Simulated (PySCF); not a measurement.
Compound: C5H8F3N.
SMILES: `CN[C@H](C)C(F)=C(F)F`

A PySCF run (density fitting, gas phase, GFN2-xTB geometry) gave HOMO -7.88 eV, LUMO 2.23 eV, dipole 1.01 D and E = -549.294 Eh.

Problem. Which of these levels was it?
A. mPW1PW91/IGLO-II
B. BHandHLYP/6-31G*
C. PBE0/pcSseg-1

Solution. B. It is BHandHLYP/6-31G*. All candidates on this geometry:

```tsv
level and settings	kind	basis functions	SCF cycles	E (Eh)	HOMO (eV)	LUMO (eV)	dipole (D)
mPW1PW91/IGLO-II, fitting basis def2-qzvpp-jkfit	global hybrid	246	10	-549.6031	-6.78	0.65	1.18
PBE0/pcSseg-1	global hybrid	193	14	-548.9472	-6.76	0.68	1.12
BHandHLYP/6-31G*, fitting basis def2-qzvpp-jkfit	global hybrid	142	10	-549.2937	-7.88	2.23	1.01
```

The nearest other candidate, by the summed differences of HOMO and LUMO, is PBE0/pcSseg-1: its HOMO differs by +1.12 eV and its LUMO by -1.55 eV. Cycle counts include a coarse-grid stage where the run had one. All basis functions are spherical, in the Pople sets too.

Shape of the structure used: `[CH3:1][NH:2][C@H:3]([CH3:4])[C:5]([F:6])=[C:7]([F:8])[F:9]`: C1–N2–C3–C4 -173°, N2–C3–C5–F6 64°.
